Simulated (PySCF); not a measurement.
Static response to an electric field

Species: CH10OSSi3.
Atom-mapped SMILES: `[CH3:1][S:2][Si@@H:3]([SiH3:4])[O:5][SiH3:6]` (hydrogens: H7, H8, H9 on C1; H10 on Si3; H11, H12, H13 on Si4; H14, H15, H16 on Si6)

Cartesian coordinates in Å at the PBE0-D3(BJ)/def2-SVP level; atoms count from 1:
```xyz
16
CH10OSSi3 angstrom
C      2.668   -0.560   -0.274
S      1.614    0.789    0.358
Si    -0.149   -0.294    0.891
Si    -1.545    1.272    1.938
O     -0.901   -0.926   -0.457
Si    -1.189   -0.407   -2.014
H      3.592   -0.094   -0.643
H      2.920   -1.272    0.524
H      2.182   -1.087   -1.106
H      0.203   -1.462    1.749
H     -0.909    1.797    3.185
H     -2.852    0.634    2.285
H     -1.797    2.409    1.000
H     -1.671    1.007   -2.020
H      0.059   -0.502   -2.830
H     -2.232   -1.294   -2.599
```

Level: CAM-B3LYP/def2-SVPD (PySCF), static field, nuclei fixed, core orbitals frozen in the response. The polarisability tensor in these axes (au):

```
x   131.67  -6.64  -8.06
y    -6.64 108.94   9.17
z    -8.06   9.17 118.29
```

Problem. Give the principal values, the mean and the anisotropy Δα = √{½[(α1 − α2)² + (α2 − α3)² + (α1 − α3)²]}.

Solution. Principal values 103.23, 116.79 and 138.88 au; mean 119.63 au = 17.73 Å³ = 19.72 × 10⁻⁴⁰ C²·m²/J; Δα = 31.17 au (26 % of the mean).

Problem. What is the dipole moment, and where does it point?

Solution. (0.60, -0.82, -0.37) D, 1.08 D in size, pointing from the negative to the positive side. Measured along this direction, the outermost atoms are H13 at the negative end and H9 and H8 at the positive end.

Problem. Directions of the eigenvectors, and the extent of the frame along each?

Solution. Largest value along (0.82, -0.33, -0.47), where the nuclei span 6.90 Å; middle along (0.57, 0.38, 0.73), 6.16 Å; least along (0.06, 0.87, -0.49), 3.89 Å. The response follows the extents in order.

Problem. Find the Langevin capture rate constant for H3O+ (19.018 u) meeting this molecule (153.976 u), k = 2.342 × 10⁻⁹ cm³/s × √(α in Å³ / reduced mass in u).

Solution. The reduced mass is 16.93 u, so k = 2.40 × 10⁻⁹ cm³/s. The formula leaves out the permanent dipole, which adds to the capture rate.

Problem. Estimate the molar refractivity from the static electronic polarisability.

Solution. Lorentz–Lorenz: R = (4π/3)N_A α = 2.5225 cm³/(mol·Å³) × 17.73 Å³ = 44.7 cm³/mol, in the limit of long wavelengths.

One conformer (not necessarily the lowest) at the PBE0-D3(BJ)/def2-SVP geometry, without solvent, vibrations or thermal averaging.
